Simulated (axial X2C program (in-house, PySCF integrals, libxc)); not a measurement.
What spin–orbit coupling does to SnN

Calculated with an in-house all-electron X2C program for linear molecules (integrals from PySCF). Spin-free means the one-electron spin-free X2C Hamiltonian; two-component (2c) means X2C with spin–orbit coupling and atomic mean-field two-electron Coulomb and Gaunt terms, so the difference of the two also holds small scalar two-electron terms. Basis: Sn dyall-cv3z [11s12p9d4f1g], N dyall-av3z [7s7p3d2f] (cores contracted in-house); Gaussian nuclei, density fitting, unrestricted open shells. Masses: Sn 119.902 u, N 14.003 u.

Spin-free state: M_S = 1/2, Λ = 1 (beyond evenly filled blocks: π+α, π+β, π-α); fragments Sn + N.

```tsv
level	Re (Å)	ωe (cm⁻¹)	De (eV)	μ (D)
HF	2.078	516.1	0.186	-2.42
PW91	1.975	674.3	3.227	-3.37
```

Dipoles are positive if N is the positive end.

Q: Within this multiplet, which Ω should lie lowest by the rule for regular and inverted multiplets?

A: The open π shell holds three electrons, one hole, so the multiplet is inverted: Ω = Λ + 1/2 = 3/2. The PBE0 2c search agrees.

Two-component determinant lowest at the distance of the search:

Ω = 3/2 (⟨Sz⟩ = 0.50, ⟨Lz⟩ = 1.00 at HF); fragments Sn + N.

| level | Re (Å) | ωe (cm⁻¹) | μ (D) |
| --- | --- | --- | --- |
| HF | 2.082 | 510.3 | -2.40 |
| PW91 | 1.979 | 663.4 | -3.30 |

Q: From the two tables, how do the constants change at the HF level (2c against spin-free)?

A: At the HF level Re rises by 0.004 Å and ωe falls by 5.8 cm⁻¹.

The state is a single determinant with fixed occupations, the lowest that a limited PBE0 search found. Dissociation energies refer to the lowest single-determinant-based atoms at the same level and basis. De is not given where an atomic determinant may have missed its ground term or J level, or where the truncated virtual space spoils (T). Density functionals use the spin component along the axis (collinear). PBE0 can misorder states that lie within some tenths of an eV, so this need not be the ground state of the molecule. The nearest other spin-free determinant of the search, M_S = 1/2, Λ = 0, lies 0.16 eV up at the distance of the search. The functionals have no current-density term, which raises determinants with orbital currents, atoms included. At some level and bond length an empty orbital lies below a filled one. The determinant is spin-polarised beyond a pure state at some levels (its spin-free form has ⟨S²⟩ too high), which makes Re and μ there less reliable.
